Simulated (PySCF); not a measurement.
Species: C7H11 (doublet state).
Structure used (GFN2-xTB), in Å, numbered top down from 1:
```
atom  x, y, z in Å
C1    -1.0811    2.7114   -0.6834
C2    -1.0100    1.5087   -0.5144
C3    -0.9446    0.1576   -0.3281
C4    -1.9420   -0.5264    0.5439
C5     0.1463   -0.6436   -0.9587
C6     1.2181   -1.0911    0.0527
C7     1.9376    0.0960    0.6776
H8    -1.1386    3.7479   -0.8291
H9    -1.4884   -0.8293    1.4920
H10   -2.7777    0.1333    0.7665
H11   -2.3166   -1.4312    0.0621
H12   -0.2823   -1.5413   -1.4173
H13    0.6284   -0.0536   -1.7412
H14    1.9408   -1.7255   -0.4652
H15    0.7495   -1.6915    0.8350
H16    2.4358    0.6851   -0.0897
H17    1.2311    0.7425    1.1935
H18    2.6848   -0.2428    1.3919
```

The hyperfine couplings belong to this conformer and change with its torsions.

As a line formula: `[CH]=C=C(C)CCC` [radical].

The calculation used PySCF 2.14.0, UKS B3LYP, pcH-1 on C H, non-relativistic, mean-field spin-orbit, GIAO. The structure is a single GFN2-xTB conformer in the gas phase; no vibrational or solvent corrections. Couplings are sensitive to structure, and on GFN2-xTB geometries they can be far from those on DFT ones. The SCF solution wasn't tested for stability.

The largest Mulliken spin populations are on C3 (+0.73), C1 (+0.53), C2 (-0.25) and C4 (-0.06). The angles at C3 add up to 360.0°, so it is planar.

**Question.** List the C–H protons on four-coordinate carbons next to a three-coordinate spin centre, with their couplings and θ (C–H bond against the normal to the plane of the centre's neighbours, projected along the bond that joins the two).

**Answer.** 
```json
{"β H": "H9", "on": "C4", "centre": "C3", "θ (°)": "18", "cos²θ": "0.91", "a (G)": "+33.89"}
{"β H": "H10", "on": "C4", "centre": "C3", "θ (°)": "78", "cos²θ": "0.04", "a (G)": "+2.82"}
{"β H": "H11", "on": "C4", "centre": "C3", "θ (°)": "44", "cos²θ": "0.53", "a (G)": "+19.08"}
{"β H": "H12", "on": "C5", "centre": "C3", "θ (°)": "43", "cos²θ": "0.53", "a (G)": "+17.32"}
{"β H": "H13", "on": "C5", "centre": "C3", "θ (°)": "75", "cos²θ": "0.06", "a (G)": "+2.88"}
```

Fitting the Heller–McConnell form a = ρ(B0 + B2 cos²θ), with Mulliken ρ = 0.73, gives B0 = 0.6 G and B2 = 48.7 G, with a largest miss of 2.0 G. By this fit the coupling would be 36.0 G at θ = 0° and 0.5 G at 90°.

**Question.** What would the freely rotating methyl group on C4 show?

**Answer.** Three equal couplings, a 1:3:3:1 quartet. The mean of the three values of this geometry estimates the splitting: 18.6 G, or 52.1 MHz (three bonds 120° apart have a mean cos²θ of 1/2 at any torsion).

Couplings in gauss use g_iso = 2.0027.

The SMILES draws the unpaired electron on C1; the largest computed Mulliken spin population is on C3 (0.73 against 0.53).
